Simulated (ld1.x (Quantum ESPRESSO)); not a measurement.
## sulfur, TM: configuration errors across variants

sulfur, norm-conserving Troullier–Martins (Kleinman–Bylander form), made with ld1.x (Quantum ESPRESSO) 7.5 (PBE, scalar-relativistic). Core [Ne], reference 3s2 3p4. Waves: 3s (bound): rc 1.35 bohr; 3p (bound): rc 1.40 bohr; 3d channel at 0.1 Ry: rc 1.10 bohr. Local part: the d channel. Core correction: none.

All-electron excitation energies from the reference (eV): (1) 3s2 3p3 11.769; (2) 3s2 3p2 34.053; (3) 3s1 3p5 10.311; (4) 3s0 3p6 20.740; (5) 3s1 3p4 22.648; (6) 3s2 3p3.5 4.660.

Tests that are not counted but printed errors over 1 eV. “base”: 3s2 3p1 (solver errors, printed error -56.2 eV). “core correction a·sin(br)/r model core inside 0.40 bohr”: 3s2 3p2 (solver errors, printed error -145 eV); 3s2 3p1 (solver errors, printed error -28.1 eV). “core correction a·sin(br)/r model core inside 0.52 bohr”: 3s2 3p2 (solver errors, printed error -109 eV); 3s2 3p1 (solver errors, printed error -28.1 eV). “core correction a·sin(br)/r model core inside 0.72 bohr”: 3s2 3p2 (solver errors, printed error -92.8 eV); 3s2 3p1 (solver errors, printed error -28.1 eV). “core correction a·sin(br)/r model core inside 1.10 bohr”: 3s2 3p2 (solver errors, printed error -107 eV); 3s2 3p1 (solver errors, printed error -6.9 eV).

A true bound ghost makes a file unfit for plane-wave use even where its test errors are small: the radial tests pick states by their node count and pass the ghost by. Where a test does run into it, the solver fails or the error is huge.

Errors AE − PS in meV (a dash: test not solved or not reliable):

| change | (1) | (2) | (3) | (4) | (5) | (6) | bound ghosts |
| --- | --- | --- | --- | --- | --- | --- | --- |
| base | -3.7 | -20 | -1.3 | +1.5 | -1.4 | -0.7 | s |
| core correction a·sin(br)/r model core inside 0.40 bohr | -5.1 | – | -1.5 | +2.0 | -1.2 | -1.1 | s |
| core correction a·sin(br)/r model core inside 0.52 bohr | -5.1 | – | -1.5 | +2.1 | -1.2 | -1.1 | s |
| core correction a·sin(br)/r model core inside 0.72 bohr | -5.1 | – | -1.5 | +2.1 | -1.1 | -1.1 | s |
| core correction a·sin(br)/r model core inside 1.10 bohr | -4.6 | – | -1.9 | -0.9 | -2.6 | -1.0 | s |
| core correction a·sin(br)/r model core inside 1.32 bohr | -3.2 | – | -0.3 | +2.8 | -0.2 | -0.7 | s |

(1) Give the same row for: core correction a·sin(br)/r model core inside 0.88 bohr.

Results:

(1) -4.9, –, -1.2, +3.2, -0.5, -1.0; bound ghosts: s. Not counted: 3s2 3p2 (solver errors, printed error -96.0 eV); 3s2 3p1 (solver errors, printed error -55.9 eV).
